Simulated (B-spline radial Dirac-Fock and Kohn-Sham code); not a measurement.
## Subshell photoionisation cross sections of Pm⁴⁺ against photon energy

System: Pm⁴⁺, configuration [Xe] 4f3.

Level of theory: Dirac-Hartree-Slater photoionisation with all multipoles and Dirac-Fock thresholds; a B-spline atomic structure program. Values are in kb; a dash marks an energy below the computed threshold. Values for outer subshells far above threshold carry numerical ripple of a few per cent.

```csv
hν (eV),2p3/2,3d3/2,4d3/2,4d5/2,4f7/2
80,–,–,–,–,1590
91.9,–,–,–,–,1680
4000,–,20.8,3.63,5.05,0.0746
5414.7,–,7.78,1.43,1.97,0.0206
5820,–,6.11,1.13,1.56,0.0150
8047.8,40.7,2.01,0.390,0.528,0.00364
10100,21.4,0.897,0.179,0.240,0.00132
30000,0.765,0.0142,0.00308,0.00387,7.49e-06
40000,0.300,0.00447,0.000991,0.00122,1.80e-06
70400,0.0453,0.000451,0.000102,0.000119,9.92e-08
110000,0.00997,7.45e-05,1.69e-05,1.90e-05,1.20e-08
200000,0.00134,7.11e-06,1.64e-06,1.77e-06,7.47e-10
```

At 200000 eV the multipoles beyond E1 give 54.4 % of 2p3/2, 74.1 % of 3d3/2, 74.0 % of 4d3/2, 74.5 % of 4d5/2, 85.4 % of 4f7/2.
